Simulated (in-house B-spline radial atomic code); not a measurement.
A fraction x of an electron is removed from 3p in Ca4+, starting from [Ne] 3s2 3p4 and keeping the highest spin. Computed with an all-electron radial atomic-structure program (B-spline basis): non-relativistic TPSS, spin-polarised, spherical fractional occupations, point nucleus.

```csv
x,E(x) - E(0) (eV),3p down level (eV)
0,0.0000,-75.547
0.07,5.3293,-76.718
0.2,15.4441,-78.896
0.3,23.4175,-80.572
0.47,37.3571,-83.423
0.5,39.8673,-83.925
0.57,45.7831,-85.098
0.71,57.8609,-87.440
0.76,62.2538,-88.275
0.93,77.5014,-91.107
1,83.9196,-
```

The exact functional would give a straight line between the two integer points. Deviations E(x) - E(0) - x[E(1) - E(0)], in eV: -0.545 at x = 0.07, -1.34 at x = 0.2, -1.758 at x = 0.3, -2.085 at x = 0.47, -2.093 at x = 0.5, -2.051 at x = 0.57, -1.722 at x = 0.71, -1.525 at x = 0.76, -0.544 at x = 0.93.

The curve lies below the straight line by up to 2.093 eV (at x = 0.5): convex, the delocalisation error that favours fractional charges.

How well does Slater's transition state (minus the level at half occupation) give the ionisation energy?

It gives 83.925 eV against 83.920 eV from the two total energies; NIST lists 84.34 eV, ground level to ground level.
